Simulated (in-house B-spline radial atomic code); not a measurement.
Binding energies in Ne²⁺

NIST's tabulated ground configuration is [He] 2s2 2p4; each binding energy is the energy of the ion with one electron taken from that subshell, relaxed, less that of the parent. Computed with a radial B-spline atomic code at the basis-set limit: Dirac-Kohn-Sham LDA VWN5, spherical fractional occupations, Fermi nucleus of rms radius 3.0055 fm. Energies include first-order Breit, QED and recoil terms.

| subshell | X-ray name | binding energy (eV) | -ε (eV) | relaxation (eV) |
| --- | --- | --- | --- | --- |
| 1s | K | 932.2 | 876.3 | -56.2 |
| 2s | L1 | 89.84 | 77.71 | -12.15 |
| 2p | L2,3 | 67.53 | 54.95 | -12.59 |

Relaxation = -ε minus the binding energy without Breit, QED and recoil terms. With a density functional, K lines can miss by some tenths of a per cent, more in light atoms. For a density functional the relaxation so defined is negative, because -ε of a Kohn-Sham level is smaller than the binding energy.

What does it cost to remove both a 2s and a 2p electron?

183.54 eV, which is 26.17 eV more than the two single binding energies together.

What does it cost to remove both a 1s and a 2s electron?

1055.6 eV, which is 33.64 eV more than the two single binding energies together.

What does it cost to remove two 1s electrons?

1976.3 eV, which is 111.9 eV more than the two single binding energies together.
